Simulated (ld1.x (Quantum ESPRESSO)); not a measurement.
**Before and after: TM potential for bismuth (Bi)**

Bi, norm-conserving Troullier–Martins (Kleinman–Bylander form), made with ld1.x (Quantum ESPRESSO) 7.5 (PBEsol, scalar-relativistic). Core [Xe] 4f14, reference 5d10 6s1.5 6p3.5. Waves: 6s (bound): rc 1.60 bohr; 6p (bound): rc 2.40 bohr; 5d (bound): rc 1.80 bohr. Local part: all-electron potential smoothed inside 1.30 bohr (lloc = -1). Core correction: a·sin(br)/r model core inside 0.85 bohr.

Change: core [Kr] 4d10 4f14, valence charge 23; reference 5s2 5p6 5d10 6s2 6p3; waves now 5p (bound): rc 1.30 bohr; 5d (bound): rc 1.75 bohr; 5s (bound): rc 0.90 bohr; local potential the s channel; core correction none.

Cutoffs: the cutoffs (Ry, on a coarse ladder) from which the occupation-weighted sum of valence levels, in a spherical-Bessel basis at the reference potential, stays within 10 and 1 mRy of its value at 400 Ry; they do not see the model core or the augmentation charge, which bear on the density cutoff. Errors are all-electron minus pseudo energies relative to the spin-unpolarised reference configuration.

Question: What does the change do?

Answer: The potential gets harder (55 Ry and 100 Ry → 230 Ry and 300 Ry); the bound ghost in p, s disappears; the miss of the reference levels goes from 0.00 to 0.35 eV. The added semicore shells are compact, so their waves need more plane waves. Several settings change at once here, so the effects cannot be laid on one of them.

```csv
quantity,base,changed
"cutoff, loose",55 Ry,230 Ry
"cutoff, tight",100 Ry,300 Ry
loose cutoff by channel (10 mRy a level),"s 30 Ry, p 6 Ry, d 50 Ry","p 70 Ry, d 50 Ry, s 160 Ry"
bound ghosts,"s, p",none
"largest miss of a reference level, eV",0.00,0.35
"largest error over its own tests, meV",-140,-799
```

Changed file: The 6p, 6s levels have no wave, so the channel is fitted at the deeper level alone: the likely source of the large errors. A true bound ghost makes a file unfit for plane-wave use even where its test errors are small: the radial tests pick states by their node count and pass the ghost by.
